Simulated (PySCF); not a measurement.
# How methods differ on the excitation energy of Zr⁺

Zr⁺ [Kr] 4d2 5s1 (4F) → Zr⁺ [Kr] 4d1 5s1 5p1 (high-spin determinant), as a difference of total energies. Calculation: PySCF 2.14, in x2c-TZVPPall with one added diffuse shell each of s, p, d, f type (9s7p7d3f1g, 95 functions); scalar relativity by spin-free X2C-1e. Correlated levels: valence: [Kr] frozen; valence and next inner shell: [Ar] 3d10 frozen. The calculations carry no spin-orbit coupling.

| method | excitation energy (eV) |
| --- | --- |
| UHF | 4.296 |
| LDA | 4.778 |
| PBE | 4.792 |
| PBE0 | 4.729 |
| r2SCAN | 4.922 |
| BHandHLYP | 4.665 |
| CAM-B3LYP | 4.646 |
| wB97X | 4.566 |
| r2SCAN0 | 4.827 |
| MP2 (valence) | 4.335 |
| MP2 (valence and next inner shell) | 4.458 |

Estimate what SCS-MP2 (valence and next inner shell) gives.

4.449 eV, closest to MP2 (valence and next inner shell) among the rows shown.

Estimate what SCS-MP2 (valence) gives.

4.309 eV, closest to UHF among the rows shown.

A first-order spin-orbit estimate (lowest level to lowest level, LS coupling) adds -0.030 eV.

The determinant of the upper state mixes LS terms, which raises its energy above the lowest term, most at the Hartree-Fock and MP2 levels.
